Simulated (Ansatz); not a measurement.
`N=[C](F)[AlH2]` + `C=C` → `C=CC(=N)F` + `[AlH3]`  (formal exchange of groups at a C–Al bond)

Calculated with Ansatz (gas phase, PBE0-D4/def2-TZVP geometries, no zero-point term in ΔE). CCSD(T)/CBS adds triple-zeta CCSD(T) − MP2 to the extrapolated MP2 energy (def2 sets, frozen cores). This one scheme is used for every species. DFT in def2-TZVPP. Each species was taken in one conformer, which may not be the lowest.

**Question.** Is it downhill or uphill in electronic energy at CCSD(T)/CBS, and by how much? (An estimate is asked.)

**Answer.** The calculation gave: Nearly level: ΔE = +0.01 eV.

**Question.** What do these levels give: r2SCAN-D4, r2SCAN0-D4, CAM-B3LYP-D4, revPBE, HF/def2-SVP, MP2/def2-SVP, CCSD/def2-SVP, HF/def2-TZVPP, MP2/def2-TZVPP, CCSD/def2-TZVPP, MP2/def2-QZVPP, CCSD/CBS(def2)? (An estimate is asked.)

**Answer.** Computed: r2SCAN-D4 -0.09, r2SCAN0-D4 -0.10, CAM-B3LYP-D4 -0.05, revPBE 0.00, HF/def2-SVP -0.23, MP2/def2-SVP -0.24, CCSD/def2-SVP -0.20, HF/def2-TZVPP -0.08, MP2/def2-TZVPP -0.05, CCSD/def2-TZVPP -0.03, MP2/def2-QZVPP -0.02, CCSD/CBS(def2) 0.01 eV.

Largest T1 diagnostic among the species: 0.014.

From PBE to PBE0 (25 % exact exchange), in def2-TZVPP and without D4, ΔE moves by −0.04 eV. In def2-TZVPP, CCSD(T) changes the Hartree–Fock value by +0.05 eV (the triples alone add −0.00 eV) and MP2 by +0.04 eV. Leaving LDA and LC-ωPBE aside and taking each functional with its dispersion term where it has one, the values, not all of them listed here, spread over 0.20 eV, from B97M-V to ωB97M-V. LDA lies −0.14 eV from PBE without D4.
